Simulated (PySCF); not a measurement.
## Electron correlation in F(3+) (fluorine, charge +3)

[He] 2s2 2p2, high-spin 3P determinant. Computed with PySCF 2.14 in aug-cc-pwCVDZ, with the non-relativistic Hamiltonian (point nucleus). Frozen: 1s2; 4 electrons correlated.

```json
{"level": "CCSD", "correlation energy (mhartree)": "-86.94"}
{"level": "(T)", "correlation energy (mhartree)": "-0.60"}
{"level": "CCSD(T)", "correlation energy (mhartree)": "-87.54"}
{"level": "CCSDT", "correlation energy (mhartree)": "-87.66"}
```

Diagnostics: T1 = 0.0037, D1 = 0.0077, largest double amplitude 0.123.

Is a single reference adequate?

Mostly. T1 lies below 0.03, but a double amplitude of this size points to a near-degeneracy that CCSD handles and MP2 describes poorly.
